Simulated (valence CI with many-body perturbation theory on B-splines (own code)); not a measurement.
Forbidden lines of Lu XXI

Method: configuration interaction combined with many-body perturbation theory (CI+MBPT): five valence electrons over a frozen Dirac-Fock core [Kr] 4d10, radial functions for each j: 7 s, 7 p, 7 d, 7 f, 4 g, 2 h, with the one-electron correlation potential Σ1, the two-electron term Σ2, the three-electron term Σ3, Breit, model QED; selected CI, second order for the rest, scaled by the run's own slope (own B-spline code, finite nucleus).

No measured levels were compared; by estimate terms of the open shell hold to a few per cent of their energy, and close levels can change places. Among the levels kept, up to 1000 cm⁻¹ of a level comes from second order outside the variational space, and about a tenth of that is noise between levels of different J, which matters for small intervals. Only levels of the ground parity were solved; by the run's estimate the other parity begins above the list, which can be wrong where configurations are misplaced.

Lines 1 to 50 of 120 in falling wavelength, among levels below 248140 cm⁻¹, chosen from the decays that carry over 1 % of a level's rate. Wavelengths and rates use the calculated energies, so an error of 2000 cm⁻¹ moves a line at 18930 Å by 38 % and its rate by three times that or more. Electric multipoles are in the length gauge, E1 and E2 with the static RPA response of the core. S is in atomic units (e²a₀⁴ for E2 and M2, e²a₀⁶ for E3), for M1 in squared Bohr magnetons. Weak lines are less certain than strong ones. Lines between different terms over intervals too small for the method are left out, as are lines whose strength nearly cancels. Where a level lies close to another of its J and parity, the split of strength between their lines is uncertain.

Names give the largest LS component (configuration and term), which can be under half, so a name can repeat, a term be missing and a line seem to break the LS rules; names also repeat where a configuration has a term twice. Letters in brackets count levels of one name in rising energy.

```csv
λ vac (Å),Upper,Lower,Type,A (s⁻¹),S (a.u.)
24680,4f5 4M°_21/2,4f5 4M°_19/2,M1,1.60e+00,1.97e+01
22410,4f5 6H°_15/2,4f5 6H°_13/2,M1,3.56e+00,2.38e+01
19430,4f5 6F°_7/2,4f5 6F°_5/2,M1,9.55e+00,2.08e+01
19130,4f5 6H°_13/2,4f5 6H°_11/2,M1,1.05e+01,3.82e+01
18930,4f5 4F°_3/2 [a],4f5 4G°_5/2 [a],M1,3.28e+00,3.30e+00
17910,4f5 4L°_13/2 [a],4f5 4M°_15/2,M1,1.63e+00,4.86e+00
17540,4f5 6H°_11/2,4f5 6H°_9/2,M1,1.76e+01,4.23e+01
17520,4f5 4I°_11/2 [a],4f5 4G°_9/2 [a],M1,1.63e+00,3.90e+00
16780,4f5 6F°_9/2,4f5 6F°_7/2,M1,1.20e+01,2.11e+01
16630,4f5 6F°_11/2,4f5 6F°_9/2,M1,7.12e+00,1.46e+01
16470,4f5 6H°_9/2,4f5 6H°_7/2,M1,2.24e+01,3.70e+01
16300,4f5 6H°_7/2,4f5 6H°_5/2,M1,1.80e+01,2.31e+01
16240,4f5 4H°_11/2 [a],4f5 4G°_9/2 [a],M1,3.26e+00,6.21e+00
15000,4f5 4M°_19/2,4f5 4M°_17/2,M1,1.10e+01,2.75e+01
13760,4f5 6P°_3/2,4f5 4P°_5/2 [a],M1,9.68e+00,3.74e+00
11110,4f5 4K°_15/2 [a],4f5 4L°_13/2 [a],M1,1.94e+01,1.57e+01
10700,4f5 4G°_9/2 [a],4f5 4G°_7/2 [a],M1,2.80e+01,1.27e+01
10320,4f5 4L°_15/2,4f5 4M°_17/2,M1,6.44e+00,4.20e+00
10200,4f5 4M°_17/2,4f5 4M°_15/2,M1,2.94e+01,2.08e+01
9549,4f5 4G°_7/2 [a],4f5 4G°_5/2 [a],M1,4.29e+01,1.11e+01
8281,4f5 6F°_7/2,4f5 6H°_9/2,M1,1.23e+00,2.07e-01
8108,4f5 6F°_9/2,4f5 6H°_11/2,M1,7.06e-01,1.40e-01
7691,4f5 6F°_5/2,4f5 6H°_7/2,M1,1.07e+00,1.08e-01
7624,4f5 6F°_11/2,4f5 6H°_13/2,M1,3.19e-01,6.30e-02
7527,4f5 4L°_13/2 [b],4f5 4K°_11/2 [a],M1,4.64e+01,1.03e+01
7401,4f5 4L°_13/2 [b],4f5 4L°_13/2 [a],M1,4.59e+01,9.66e+00
7332,4f5 4H°_7/2 [a],4f5 4P°_5/2 [a],M1,1.06e+01,1.24e+00
7192,4f5 4L°_15/2,4f5 4L°_13/2 [a],M1,1.00e+01,2.21e+00
7174,4f5 4G°_5/2 [a],4f5 6F°_7/2,M1,1.40e+01,1.15e+00
7165,4f5 4P°_5/2 [a],4f5 4G°_5/2 [a],M1,3.65e+01,2.98e+00
6857,4f5 4K°_15/2 [a],4f5 4M°_15/2,M1,6.35e+01,1.21e+01
6691,4f5 2P°_1/2 [a],4f5 4F°_3/2 [a],M1,4.50e+00,1.00e-01
6657,4f5 4M°_15/2,4f5 6H°_15/2,M1,2.55e+01,4.46e+00
6527,4f5 4I°_11/2 [a],4f5 4K°_11/2 [a],M1,1.09e+01,1.34e+00
6510,4f5 4F°_5/2 [a],4f5 4F°_3/2 [a],M1,1.06e+02,6.50e+00
6340,4f5 4H°_11/2 [a],4f5 4K°_11/2 [a],M1,3.62e+01,4.10e+00
6273,4f5 6P°_3/2,4f5 4F°_3/2 [a],M1,5.52e+00,2.02e-01
6259,4f5 4I°_11/2 [a],4f5 4I°_9/2 [a],M1,5.75e+01,6.27e+00
6250,4f5 4H°_11/2 [a],4f5 4L°_13/2 [a],M1,1.92e+00,2.08e-01
6087,4f5 4H°_11/2 [a],4f5 4I°_9/2 [a],M1,3.03e+01,3.04e+00
5840,4f5 4H°_7/2 [a],4f5 4G°_7/2 [a],M1,3.05e+01,1.80e+00
5563,4f5 4K°_13/2,4f5 4K°_11/2 [a],M1,5.10e+00,4.56e-01
5545,4f5 6F°_9/2,4f5 6H°_9/2,M1,1.69e+00,1.07e-01
5542,4f5 4H°_7/2 [a],4f5 4I°_9/2 [a],M1,3.56e+00,1.80e-01
5510,4f5 6F°_7/2,4f5 6H°_7/2,M1,6.73e+00,3.34e-01
5494,4f5 4K°_13/2,4f5 4L°_13/2 [a],M1,6.98e+00,6.01e-01
5454,4f5 6F°_3/2,4f5 6H°_5/2,M1,5.45e+00,1.31e-01
5451,4f5 6F°_11/2,4f5 6H°_11/2,M1,2.26e-01,1.63e-02
5446,4f5 6F°_1/2,4f5 6H°_5/2,E2,2.96e-03,2.53e-02
5419,4f5 4G°_7/2 [a],4f5 6F°_9/2,M1,1.65e+01,7.77e-01
```
